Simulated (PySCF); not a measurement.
N₂O, charge -1, doublet, at a GFN2-xTB geometry (a state made from the parent by changing its charge; the spin is typed, not shown lowest); B3LYP/6-31G (PySCF).

PySCF was given this input:
```python
from pyscf import gto, scf, dft

mol = gto.Mole()
mol.atom = '''
    N    -1.180458    0.149650   -0.080204
    N    -0.088954   -0.306126    0.078258
    O     1.110735    0.136916    0.001703
'''
mol.basis = '6-31g'
mol.charge = -1
mol.spin = 1
mol.verbose = 4
mol.build()

mf = dft.UKS(mol)
mf.xc = 'b3lyp'
mf.DIIS = scf.EDIIS
mf.kernel()
mf.analyze()
```

It wrote (shortened):

```
PySCF version 2.14.0

[INPUT] verbose = 4
[INPUT] num. atoms = 3
[INPUT] num. electrons = 23
[INPUT] charge = -1
[INPUT] spin (= nelec alpha-beta = 2S) = 1
[INPUT] symmetry False subgroup None
[INPUT] Mole.unit = angstrom
[INPUT] Symbol           X                Y                Z      unit          X                Y                Z       unit  Magmom
[...]
nuclear repulsion = 57.7831394269637
number of shells = 15
number of NR pGTOs = 66
number of NR cGTOs = 27
basis = 6-31g
ecp = {}

******** <class 'pyscf.dft.uks.UKS'> ********
method = UKS
initial guess = minao
damping factor = 0
level_shift factor = 0
DIIS = <class 'pyscf.scf.diis.EDIIS'>
diis_start_cycle = 1
diis_space = 8
diis_damp = 0
SCF conv_tol = 1e-09
SCF conv_tol_grad = None
SCF max_cycles = 50
direct_scf = True
direct_scf_tol = 1e-13
number electrons alpha = 12  beta = 11
XC library pyscf.dft.libxc version 7.1.2
    S. Lehtola, C. Steigemann, M. J. T. Oliveira, and M. A. L. Marques,  SoftwareX 7, 1–5 (2018)
XC functionals = b3lyp
    P. J. Stephens, F. J. Devlin, C. F. Chabalowski, and M. J. Frisch,  J. Phys. Chem. 98, 11623 (1994)
radial grids:
    Treutler-Ahlrichs [JCP 102, 346 (1995); DOI:10.1063/1.469408] (M4) radial grids

becke partition: Becke, JCP 88, 2547 (1988); DOI:10.1063/1.454033
pruning grids: <function nwchem_prune>
grids dens level: 3
symmetrized grids: False
atomic radii adjust function: <function treutler_atomic_radii_adjust>
small_rho_cutoff = 0
Set gradient conv threshold to 3.16228e-05
tot grids = 41888
init E= -184.941199762094

cycle= 1 E= -184.428362221069  delta_E= 0.513  |g|= 0.58  |ddm|= 1.81
cycle= 2 E= -183.479515062654  delta_E= 0.949  |g|= 1.59  |ddm|=  1.7
cycle= 3 E= -184.154718410853  delta_E= -0.675  |g|= 0.939  |ddm|= 2.08
cycle= 4 E= -184.300924509585  delta_E= -0.146  |g|= 0.798  |ddm|= 0.945
cycle= 5 E= -184.344604004352  delta_E= -0.0437  |g|= 0.73  |ddm|= 0.0684
cycle= 6 E= -184.344604010218  delta_E= -5.87e-09  |g|= 0.73  |ddm|= 1.96e-08
cycle= 7 E= -184.344604017606  delta_E= -7.39e-09  |g|= 0.73  |ddm|= 1.7e-08
cycle= 8 E= -184.344604005958  delta_E= 1.16e-08  |g|= 0.73  |ddm|= 1.46e-08
cycle= 9 E= -184.344604005938  delta_E= 2.01e-11  |g|= 0.73  |ddm|= 3.2e-10
cycle= 10 E= -184.344604012132  delta_E= -6.19e-09  |g|= 0.73  |ddm|= 3.45e-08
cycle= 11 E= -182.002259525093  delta_E= 2.34  |g|= 2.19  |ddm|= 2.38
cycle= 12 E= -182.994678224957  delta_E= -0.992  |g|= 1.77  |ddm|=  3.5
[...]
cycle= 50 E= -182.54972911842  delta_E= -0.242  |g|= 1.81  |ddm|= 0.192
SCF not converged.
SCF energy = -182.54972911842 after 50 cycles  <S^2> = 0.75110864  2S+1 = 2.0011083
**** SCF Summaries ****
Total Energy =                        -182.549729118420203
Nuclear Repulsion Energy =              57.783139426963665
One-electron Energy =                 -368.151117853273604
Two-electron Energy =                  127.818249307889729
Two-electron Coulomb Energy =          150.520593098519129
DFT Exchange-Correlation Energy =      -22.702343790629399
**** MO energy ****
                             alpha | beta                alpha | beta
[...]
To work with the spin densities directly, `use mulliken_meta_spin()` only printing them here.

 ** Mulliken spin pop alpha/beta on meta-lowdin orthogonal AOs **
 ** Mulliken Spin Density (per AO)  **
spin_pop of  0 N 1s        0.00000
spin_pop of  0 N 2s        0.00321
spin_pop of  0 N 3s        0.00626
spin_pop of  0 N 2px       0.00626
spin_pop of  0 N 2py       0.06111
spin_pop of  0 N 2pz       0.01626
spin_pop of  0 N 3px       0.00181
spin_pop of  0 N 3py       0.00257
spin_pop of  0 N 3pz       0.00023
spin_pop of  1 N 1s       -0.00000
spin_pop of  1 N 2s        0.30630
spin_pop of  1 N 3s        0.05367
spin_pop of  1 N 2px       0.03014
spin_pop of  1 N 2py       0.38998
spin_pop of  1 N 2pz       0.01793
spin_pop of  1 N 3px       0.00567
spin_pop of  1 N 3py       0.05188
spin_pop of  1 N 3pz       0.00356
spin_pop of  2 O 1s        0.00000
spin_pop of  2 O 2s        0.00857
spin_pop of  2 O 3s        0.00257
spin_pop of  2 O 2px       0.00774
spin_pop of  2 O 2py       0.02147
spin_pop of  2 O 2pz       0.00127
spin_pop of  2 O 3px       0.00145
spin_pop of  2 O 3py       0.00009
spin_pop of  2 O 3pz       0.00000
 ** Mulliken Spin Density (per atom)  **
spin density of  0 N =      0.09771
spin density of  1 N =      0.85913
spin density of  2 O =      0.04316
 ** Mulliken pop alpha/beta on meta-lowdin orthogonal AOs **
 ** Mulliken pop       alpha | beta **
[...]
In total            12.00000 | 11.00000
 ** Mulliken atomic charges   ( Nelec_alpha | Nelec_beta ) **
charge of  0N =     -1.91779  (     4.50775      4.41004 )
charge of  1N =      2.40560  (     2.72677      1.86764 )
charge of  2O =     -1.48781  (     4.76548      4.72232 )

WARN: System has nonzero charge -1; the dipole moment is origin-dependent.
Location of origin: [0. 0. 0.]

Dipole moment(X, Y, Z, Debye):  2.73674, -6.05286,  1.70143
```

The run did not converge; its last values are not results.
